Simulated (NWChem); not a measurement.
System: HSe$_{2}$Br; SMILES [SeH][Se]Br

Input file for NWChem:

```
start job
memory heap 200 mb stack 900 mb global 1100 mb
geometry units angstroms noautosym nocenter noautoz
  Se     0.954684    -0.027784     0.010862
  Br    -0.450589     1.861237     0.006049
  Se    -0.465714    -1.827868     0.034491
  H     -0.643582    -1.945439    -1.429110
end
basis spherical
  * library pcsseg-1
end
dft
  xc slater vwn_5
  iterations 150
end
property
  shielding
  efieldgrad
end
task dft property
```

Coordinates come from a PBE0/def2-SVP optimisation.

GIAO values for the isolated, static molecule; σ is the absolute isotropic shielding, δ = σ(reference) − σ with the isolated reference molecule computed at the same levels (1H: tetramethylsilane). Spin-orbit effects, on the heavy nuclei and on their neighbours, are missing.

Atoms are numbered as in the input.

Problem. Give the results of this calculation. (LDA (Slater exchange, VWN5)/pcSseg-1, GIAO.) Quantities: σ Se1 (ppm); σ Br2 (ppm); σ Se3 (ppm); δ H4 (ppm).

Solution. σ Se1 (ppm): 257.6
σ Br2 (ppm): 1856.7
σ Se3 (ppm): 1315.6
δ H4 (ppm): 5.42
